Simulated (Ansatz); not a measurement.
Input for Ansatz (a quantum-chemistry and plane-wave program): R-r2SCAN/def2-TZVPP on CH7NSi (SMILES CN[SiH3]), a point of a torsion scan.

Ansatz 0.2 input:
```yaml
crystal:
  periodic: [false, false, false]
  atoms:
    - {symbol: C, position_ang: [-1.35289615, 0.13823587, 0.30301574]}
    - {symbol: N, position_ang: [-0.23273066, -0.16521687, -0.55255461]}
    - {symbol: Si, position_ang: [1.41631753, 0.00573148, -0.10735091]}
    - {symbol: H, position_ang: [-2.20946929, 0.45686526, -0.29590275]}
    - {symbol: H, position_ang: [-1.07587893, 0.95044367, 0.97137453]}
    - {symbol: H, position_ang: [-1.66206117, -0.71751830, 0.91570547]}
    - {symbol: H, position_ang: [-0.46857260, -0.86062123, -1.24385111]}
    - {symbol: H, position_ang: [1.96948897, -1.08504481, 0.71495756]}
    - {symbol: H, position_ang: [2.13386915, 0.04014534, -1.38102315]}
    - {symbol: H, position_ang: [1.49758144, 1.26000870, 0.63847552]}
basis:
  gaussian:
    orbitals: def2-TZVPP
hamiltonian:
  xc: {name: r2SCAN}
scf: {lower_state_search: off}
```

It printed:

```
WARN ansatz: RAYON_NUM_THREADS=1 ignored (pool sized by the plan → 1); use --threads N
Functional definition: r2SCAN
these checks for a lower state are left out or cut short: stability, starts, cluster_reference, orbital_swaps, neighbouring_geometries, increment
integrals: 0.10 GiB planned
1036 factors; their error is unknown
mean field: 0.81 GiB planned
mean field evaluation 1: about -10508.7676 eV, gradient 6.6e1 eV
mean field evaluation 2: about -10485.7102 eV, gradient 1.1e2 eV
mean field evaluation 4: about -10517.8026 eV, gradient 7.5e0 eV
mean field evaluation 8: about -10517.8893 eV, gradient 4.2e-1 eV
mean field evaluation 16: about -10517.8895 eV, gradient 9.0e-6 eV
mean field -10517.88954865 eV, -386.5253116313 hartree, gradient 9.1e-6 eV, S^2 0.000000; 0 other end points of the search recorded, 0 dependent functions left out
reference -10517.88956146 eV, -386.5253121021 hartree; 17, 17 occupied and 185, 185 virtual orbitals, 1036 factors
Total energy: -10517.88956146 eV, -386.5253121021 hartree
Checks for a lower state left out: stability, starts, cluster_reference, orbital_swaps, neighbouring_geometries, increment
```

The run converged.

Cost: roughly 2.5 core-seconds.
